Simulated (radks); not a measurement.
All-electron atom: Ho XI in [Kr] 4d10 4f9 5s2.

All-electron calculation, non-relativistic Kohn-Sham, TPSS, spin-polarised, spherical densities, point nucleus; open shells are filled with parallel spins first (spin-orbit coupling, left out, can overturn this in heavy ions); meta-GGA in the generalised Kohn-Sham scheme; relativity is left out, which matters for an element this heavy. Program: a radial shooting solver on a logarithmic mesh with Libxc functionals.

Energy parts (eV):
| part | energy |
|---|---|
| total | -327618.59 |
| kinetic | 327533.60 |
| electron-nucleus | -769043.15 |
| Hartree | 120783.11 |
| exchange-correlation | -6892.15 |

Orbitals (lengths in bohr, moments of r in powers of bohr; <r^-3> diverges for s and p1/2; r(max) is where P^2 peaks):
| orbital | occ. | eigenvalue (eV) | <r> | r(max) | <r^-3> |
|---|---|---|---|---|---|
| 1s down | 1 | -52014.19 | 0.02262 | 0.01501 | - |
| 1s up | 1 | -52014.18 | 0.02262 | 0.01501 | - |
| 2s up | 1 | -8504.076 | 0.09607 | 0.08202 | - |
| 2s down | 1 | -8504.042 | 0.09606 | 0.08202 | - |
| 2p up | 3 | -8115.654 | 0.08143 | 0.06382 | 10350 |
| 2p down | 3 | -8115.637 | 0.08143 | 0.06382 | 10350 |
| 3s up | 1 | -2022.592 | 0.2466 | 0.2273 | - |
| 3s down | 1 | -2019.990 | 0.2464 | 0.2272 | - |
| 3p up | 3 | -1847.518 | 0.2365 | 0.2150 | 2142 |
| 3p down | 3 | -1845.078 | 0.2363 | 0.2148 | 2147 |
| 3d up | 5 | -1522.448 | 0.2091 | 0.1711 | 370.1 |
| 3d down | 5 | -1520.563 | 0.2089 | 0.1710 | 370.9 |
| 4s up | 1 | -528.0141 | 0.5530 | 0.5162 | - |
| 4s down | 1 | -522.9027 | 0.5533 | 0.5161 | - |
| 4p up | 3 | -457.8899 | 0.5638 | 0.5199 | 478.0 |
| 4p down | 3 | -452.7286 | 0.5644 | 0.5198 | 476.1 |
| 4d up | 5 | -332.1977 | 0.5891 | 0.5225 | 70.86 |
| 4d down | 5 | -326.9533 | 0.5902 | 0.5224 | 70.46 |
| 5s up | 1 | -189.0931 | 1.198 | 1.134 | - |
| 5s down | 1 | -186.3750 | 1.208 | 1.140 | - |
| 4f up | 7 | -174.0244 | 0.6702 | 0.5005 | 12.66 |
| 4f down | 2 | -168.8021 | 0.6777 | 0.5018 | 12.49 |

The highest occupied level is 4f down at -168.80 eV. Summed over all electrons, <r^2> = 16.11 bohr^2, which gives a Langevin (diamagnetic) susceptibility term of -12.8 x 10^-6 cm^3/mol.
